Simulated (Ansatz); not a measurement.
Ansatz results at the PBE0-D4/def2-TZVP geometry: HOMO–LUMO gap (ωB97M-V/def2-TZVPP) 9.98 eV; LUMO energy (PBE/def2-TZVPP) -2.98 eV; HOMO–LUMO gap (B3LYP/def2-TZVPP) 5.73 eV.

**Question.** Which molecule gave them?
A. `[CH3][InH][C]#N`
B. `[CH3][InH2]`
C. `[InH2][C]1=NC1`
D. `C[CH](C)[In]([NH2])[NH2]`

**Answer.** A. The others give `[InH2][C]1=NC1`: 8.53, -2.87, 4.34; `[CH3][InH2]`: 9.62, -2.29, 5.51; `C[CH](C)[In]([NH2])[NH2]`: 9.86, -1.15, 5.59.

B3LYP here is the variant with VWN-RPA as its local correlation; programs differ in this.
